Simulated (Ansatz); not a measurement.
# Worked example: C3H5FO + SiH(CH3)3 → C3H6O + Si(CH3)3F

Species: C3H5FO `CC1OC1F`, singlet; SiH(CH3)3 (trimethylsilane), singlet; C3H6O (propylene oxide) `CC1CO1`, singlet; Si(CH3)3F (trimethylsilyl fluoride), singlet. The partners trade F for H: C–F and Si–H bonds give way to C–H and Si–F.

Shapes, held fixed at every level: PBE0-D4/def2-TZVP. Programs: Ansatz 0.2.0. The zero-point and thermal change to 298 K, harmonic and unscaled (PBE0-D4/def2-TZVP), is +6.3 kJ/mol.

At CCSD(T)/CBS estimate; 1 Eh = 2625.50 kJ/mol:

| species | energy (Eh) |
| --- | --- |
| C3H5FO | -292.086020 |
| SiH(CH3)3 | -409.293298 |
| C3H6O | -192.894737 |
| Si(CH3)3F | -508.563861 |

Task: Work out ΔH(298 K) of the reaction at this level.

Result: 
1. Products less reactants: (-192.894737) + (-508.563861) − [(-292.086020) + (-409.293298)] = -0.079280 Eh = -208.1 kJ/mol.
2. With the thermal change: -208.1 + (+6.3) = -201.8 kJ/mol.

Other levels give -200.0 (BHLYP-D4/def2-TZVPP) to -177.4 kJ/mol (SPW92/def2-TZVPP). No measured value is set beside it here. The CBS estimate extrapolates MP2 from def2-TZVPP and def2-QZVPP and adds CCSD(T) − MP2 in the triple-zeta set, cores frozen. The median of the other levels is -192.2 kJ/mol.
